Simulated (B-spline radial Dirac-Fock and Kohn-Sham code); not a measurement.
**Photoemission from Rh⁶⁺ at 15000 eV, detector at θ = 90°, φ = 0°**

System: rhodium as Rh⁶⁺, 1s2 2s2 2p6 3s2 3p6 3d10 4s2 4p6 4d3. These are calculated numbers from a radial atomic solver; the model is Dirac-Hartree-Slater photoionisation with a Latter tail; cross sections with all multipoles, angular parameters from the dipole term and its interference with E2. Thresholds are orbital energies of the model. For linearly polarised light dσ/dΩ = σ/(4π) [1 + β P₂(cos θ) + (δ + γ cos²θ) sin θ cos φ], with θ from the polarisation vector and φ the angle between the beam and the projection of the electron momentum on the plane normal to the polarisation. The dipole factor is 1 + βP₂ and the non-dipole term is the rest of the bracket. Open shells are filled statistically over j.

| subshell | threshold (eV) | σ (kb) | β | γ | δ | dipole factor | non-dipole term | dσ/dΩ (kb/sr) |
| --- | --- | --- | --- | --- | --- | --- | --- | --- |
| 2s | 3493.0 | 2.10 | 1.99 | 1.04 | 0.000 | 0.003 | 0.000 | ≈ 0 |
| 2p1/2 | 3253.3 | 0.976 | 1.12 | 1.85 | 0.161 | 0.438 | +0.161 | 0.0465 |
| 2p3/2 | 3105.9 | 1.63 | 1.15 | 1.91 | 0.158 | 0.427 | +0.158 | 0.0759 |
| 3s | 715.9 | 0.387 | 1.99 | 1.27 | 0.000 | 0.003 | 0.000 | ≈ 0 |
| 3p1/2 | 620.1 | 0.162 | 1.05 | 1.84 | 0.161 | 0.474 | +0.161 | 0.00821 |
| 3p3/2 | 594.4 | 0.274 | 1.07 | 1.89 | 0.158 | 0.467 | +0.158 | 0.0136 |
| 3d3/2 | 423.0 | 0.0205 | 0.49 | 1.62 | 0.513 | 0.754 | +0.513 | 0.00207 |
| 3d5/2 | 417.9 | 0.0280 | 0.48 | 1.61 | 0.527 | 0.760 | +0.527 | 0.00287 |
| 4s | 181.8 | 0.0767 | 1.99 | 1.31 | 0.000 | 0.003 | 0.000 | ≈ 0 |
| 4p1/2 | 150.9 | 0.0291 | 1.04 | 1.84 | 0.161 | 0.481 | +0.161 | 0.00149 |
| 4p3/2 | 146.2 | 0.0492 | 1.05 | 1.88 | 0.159 | 0.475 | +0.159 | 0.00248 |
| 4d3/2 | 96.71 | 0.000938 | 0.48 | 1.60 | 0.513 | 0.760 | +0.513 | 9.51e-05 |
| 4d5/2 | 96.02 | 0.00128 | 0.47 | 1.59 | 0.527 | 0.766 | +0.527 | 0.000132 |
